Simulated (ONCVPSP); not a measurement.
**What one change does to a pseudopotential (Sc (Z = 21), ONCV)**

Sc, optimised norm-conserving Vanderbilt (ONCV), made with ONCVPSP 4.0.1 (PBE, scalar-relativistic). Core [Ar], reference 3d1 4s1.5 4p0.5. Waves: 4s: rc 3.15 bohr, ncon 5, nbas 8, qcut 1.7 1/bohr, 2 projectors, debl 2 Ha; 4p: rc 3.70 bohr, ncon 4, nbas 7, qcut 2.6 1/bohr, 1 projector; 3d: rc 1.95 bohr, ncon 4, nbas 9, qcut 7.2 1/bohr, 2 projectors, debl 2.2 Ha. Local part: polynomial inside 1.80 bohr (lpopt 5, dvloc0 3 Ha). Core correction: none.

All-electron outer shells of the reference configuration (PBE, scalar-relativistic, ld1.x):

```
shell  level (eV)  outermost node (bohr)  outermost maximum (bohr)
   3s      -55.70                   0.42                      0.92
   3p      -34.28                   0.39                      0.97
   4s       -4.54                   1.33                      3.10
   3d       -3.81                      –                      1.10
   4p       -1.76                   1.49                      3.98
```

Change: local potential polynomial inside 1.80 bohr (lpopt 5, dvloc0 -2.5 Ha).

Cutoffs: the cutoffs (Ha) at which the residual kinetic energy of the hardest occupied pseudo-wave falls to 1 and 0.1 mHa per electron; they do not see the model core or the augmentation charge, which bear on the density cutoff. Errors are all-electron minus pseudo energies relative to the spin-unpolarised reference configuration.

**Question.** What does the change do?

**Answer.** The potential gets neither clearly harder nor softer (21 Ha and 24 Ha → 21 Ha and 24 Ha); a bound ghost appears in p, which as a rule spoils a file; the number of tests with a reliable result goes from 4 to 1; the range in which the s phases agree widens (upper end 2.4 → 3.7). In the separable form a ghost depends on how the local part lies against the semilocal potential of the channel, so the choice of the local part can create or remove one.

| quantity | base | changed |
| --- | --- | --- |
| cutoff, loose | 21 Ha | 21 Ha |
| cutoff, tight | 24 Ha | 24 Ha |
| bound ghosts | none | p |
| GHOST(+) flags under 300 eV | s at 69.9 eV | none |
| tests with a reliable result | 4 of 4 | 1 of 4 |
| error for 3d1 4s2 4p0, meV [ΔE -1.37 eV] | +1.5 | +2.0 |
| s: phases at 3.20 bohr within 0.05 rad from the reference energy up to (Ha; the scan ends near 5) | 2.4 | 3.7 |
| p: phases at 3.76 bohr within 0.05 rad from the reference energy up to (Ha; the scan ends near 5) | 0.5 | 1.0 |
| d: phases at 1.98 bohr within 0.05 rad from the reference energy up to (Ha; the scan ends near 5) | to the end of the scan | to the end of the scan |

 A true bound ghost makes a file unfit for plane-wave use even where its test errors are small: the radial tests pick states by their node count and pass the ghost by.
